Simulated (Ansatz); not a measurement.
CrN4F2H12⁻ (relaxed from a model of trans-CrF2(NH3)4, whose bonding it doesn't keep). The state is a sextet with charge -1. Geometry PBE-D4/def2-SVP, that of the neutral quintet; atoms count from 1.

```xyz
19

Cr    0.024    0.006   -0.077
F     1.645   -0.956   -0.188
F    -1.610    0.948    0.050
N     1.117    1.581    0.816
H     2.053    1.633    0.392
H     1.274    1.410    1.819
H     0.599    2.502    0.718
N    -1.065   -1.570   -0.965
H    -2.039   -1.523   -0.637
H    -0.612   -2.500   -0.729
H    -1.101   -1.493   -1.991
N     0.785   -3.576   -0.232
H     0.843   -4.020    0.694
H     1.326   -2.680   -0.172
H     1.295   -4.197   -0.874
N    -0.851    3.568    0.415
H    -0.962    4.133   -0.438
H    -1.363    4.069    1.152
H    -1.357    2.665    0.247
```

The highest occupied level of the charge -1 sextet lies above zero (up to 2.46 eV). By energy differences it is unbound by 1.33 eV (vertical, against the charge 0 quintet, at PBE0-D4/def2-TZVP) and held by the finite basis. In the sextet geometry the species has come apart into loosely held pieces.

Estimate the Mulliken populations from the PBE0/def2-TZVP orbitals of Ansatz.


```json
{"atom": "Cr1", "charge (e)": "-0.48", "spin (α − β)": "5.50", "d electrons": "4.56"}
{"atom": "F2", "charge (e)": "-0.64", "spin (α − β)": "-0.01", "d electrons": "–"}
{"atom": "F3", "charge (e)": "-0.64", "spin (α − β)": "-0.01", "d electrons": "–"}
{"atom": "N4", "charge (e)": "-0.54", "spin (α − β)": "-0.17", "d electrons": "–"}
{"atom": "H5", "charge (e)": "0.31", "spin (α − β)": "-0.04", "d electrons": "–"}
{"atom": "H6", "charge (e)": "0.27", "spin (α − β)": "-0.01", "d electrons": "–"}
{"atom": "H7", "charge (e)": "0.39", "spin (α − β)": "-0.08", "d electrons": "–"}
{"atom": "N8", "charge (e)": "-0.55", "spin (α − β)": "-0.17", "d electrons": "–"}
{"atom": "H9", "charge (e)": "0.32", "spin (α − β)": "-0.05", "d electrons": "–"}
{"atom": "H10", "charge (e)": "0.39", "spin (α − β)": "-0.08", "d electrons": "–"}
{"atom": "H11", "charge (e)": "0.27", "spin (α − β)": "-0.01", "d electrons": "–"}
{"atom": "N12", "charge (e)": "-0.69", "spin (α − β)": "-0.06", "d electrons": "–"}
{"atom": "H13", "charge (e)": "0.16", "spin (α − β)": "0.06", "d electrons": "–"}
{"atom": "H14", "charge (e)": "0.31", "spin (α − β)": "0.01", "d electrons": "–"}
{"atom": "H15", "charge (e)": "0.16", "spin (α − β)": "0.05", "d electrons": "–"}
{"atom": "N16", "charge (e)": "-0.69", "spin (α − β)": "-0.06", "d electrons": "–"}
{"atom": "H17", "charge (e)": "0.16", "spin (α − β)": "0.06", "d electrons": "–"}
{"atom": "H18", "charge (e)": "0.16", "spin (α − β)": "0.05", "d electrons": "–"}
{"atom": "H19", "charge (e)": "0.30", "spin (α − β)": "0.01", "d electrons": "–"}
```
Mulliken values depend strongly on the basis.

Where does the spin sit?

Summed by element: Cr 5.50, F -0.01, N -0.45, H -0.04, of 5 unpaired in all. Largest on single atoms: Cr1 5.50, N4 -0.17, N8 -0.17.

And the Mayer bond orders between heavy atoms (over 0.3)?

Cr1–F2 0.52 (1.89 Å); Cr1–F3 0.52 (1.89 Å).
